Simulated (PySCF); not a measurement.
Al2(mu-Br)2(Br)4, Al2Br6, singlet at its PBE0/def2-SVP optimised geometry (Å):

```
8

Al    -2.3673     0.7310    -2.2589
Al    -0.7098    -1.1509     0.0000
Br    -1.5326     1.1509     0.0000
Br    -1.2068     1.9592    -3.7330
Br    -4.6097     0.7192    -2.2448
Br    -1.5327    -1.5667    -2.2640
Br     1.5326    -1.1509     0.0000
Br    -1.8860    -2.3730     1.4668
```

Method: PBE0/def2-TZVP run with PySCF. Cells within 0.4 Å of a nucleus heavier than hydrogen are left out (blank, or x).

Map of the electrostatic potential (hartree/e), clipped to [-0.08, 0.12] on the plane z = 1.5 Å:

```
|111111111111111111000000000|
|111111111111111111100000000|
|111111111111111111100000000|
|111111222221111111100000000|
|111112222222111111100000000|
|111122223322211111100000000|
|111122334333221111100000000|
|111122345543222111100000000|
|111123456654322111000000000|
|111123467765332111000000000|
|111123467765432211000000000|
|011122456665432211000000000|
|001112345666543211000000000|
|000112345677654211000000000|
|000012245789864321110000000|
|000012346899975322211000000|
|000013578999985333321100000|
|000149999999985333321100000|
|001499999999864322221100000|
|002899999999753211110000000|
|003999xx9999532110000000000|
|013999xxx999421100000000000|
|0139999x9998210000000000000|
|002799999994100000000000000|
|001389999951000000000000000|
|001135786310000000000000000|
|000111221100000000000000000|
```
Scale: ten equal steps from -0.009 (start of '0') to 0.120 (end of '9'), in the order '0123456789'; x runs from -4.00 to 4.00, y from -4.00 (bottom) to 4.00 (top).
